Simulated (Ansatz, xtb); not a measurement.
F2Ga2H6N2: which of two isomers lies lower

We compare a, `[F][Ga@H-]1[NH2+][Ga@H-]([F])[NH2+]1`, a singlet, with b, `[F][Ga@H-]1[NH2+][Ga@@H-]([F])[NH2+]1`, a singlet. Both are isolated molecules in the gas phase, relaxed with PBE0-D4/def2-SVP.

Energies in hartree; the thermal terms are from GFN2-xTB frequencies at re-optimised GFN2-xTB minima (ideal gas, soft modes damped towards free rotors, one conformer each, 298.15 K, 1 atm) and include the zero-point energy:

```
                               a            b
E, CCSD(T)/def2-SVP  −4158.436351  −4158.435100
    E, MP2/def2-SVP  −4158.395984  −4158.394801
  E, MP2/def2-TZVPP  −4159.527822  −4159.526211
  zero-point energy      0.065337      0.065431
       H(298 K) − E      0.077183      0.077138
       G(298 K) − E      0.029296      0.029669
```

**Question.** Correct the CCSD(T) difference for the basis set by the MP2 change, then work out ΔE, ΔE₀, ΔH and ΔG for a → b in kcal/mol (1 Eh = 627.51 kcal/mol) and the equilibrium ratio [b]/[a].

**Answer.** 1. Differences b − a: CCSD(T) +0.001251, MP2 in the small set +0.001183, MP2 in the large set +0.001611 Eh.
2. ΔE = +0.001251 + (+0.001611 − (+0.001183)) = +0.001679 Eh = +1.05 kcal/mol.
3. ΔE₀ = ΔE + ΔZPE = +0.001679 + (+0.000094) Eh = +1.11 kcal/mol.
4. ΔH = ΔE + (−0.000045) Eh = +1.03 kcal/mol.
5. ΔG = ΔE + (+0.000373) Eh = +1.29 kcal/mol, so ΔS = (ΔH − ΔG)/T = −3.7 J/(mol K).
6. kT = 0.9442 mEh, so K = [b]/[a] = exp(−ΔG/kT) = exp(−2.17) ≈ 0.11.

The sums favour a, but ΔE leans on the basis-set step (CCSD(T) alone has the other sign or is under 1 kcal/mol), so the order isn't settled. An error of 1 kcal/mol in ΔG would change K by a factor of 5.4. Mirror images and further conformers aren't counted.

As drawn, both hold the same kinds of bond in the same numbers.

Other levels gave ΔE = +0.9 (PBE0-D4/def2-SVP); +1.1 (HF/def2-SVP); +0.7 (MP2/def2-SVP); +0.8 (CCSD(T)/def2-SVP) kcal/mol. The correlated steps freeze 22 core orbitals; the filled d shell of Ga is correlated, in a basis made for valence electrons. Programs: Ansatz 0.2.0, xtb 6.7.1.
